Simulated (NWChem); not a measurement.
# C$_{4}$H$_{4}$N$_{2}$; SMILES C=C/C=N/C#N

```xyz
10

C      0.6995     2.3786     0.0000
C     -0.5041     1.7874     0.0000
C     -0.6832     0.3410     0.0000
N      0.3138    -0.4702     0.0000
C      0.1388    -1.7845     0.0000
N      0.0897    -2.9484     0.0000
H      1.6119     1.7752     0.0000
H      0.7982     3.4665     0.0000
H     -1.4192     2.3867     0.0000
H     -1.7211    -0.0335     0.0000
```
Atoms are numbered in this order, from 1.

Program: NWChem. Coordinates come from a PBE0/def2-SVP optimisation. Level SCAN/def2-SVP: energy and gradient on several grids; changes count from the extra-fine grid, which is no exact limit either.

```tsv
grid	size of the energy change (μHa)	largest change of a gradient component (μHa/bohr)	time, medium = 1 (rough)
xcoarse	10000	9000	about 1
coarse	6000	3000	about 1
medium	2000	2000	about 1
fine	300	1000	about 1
xfine	< 10	< 30	3
```
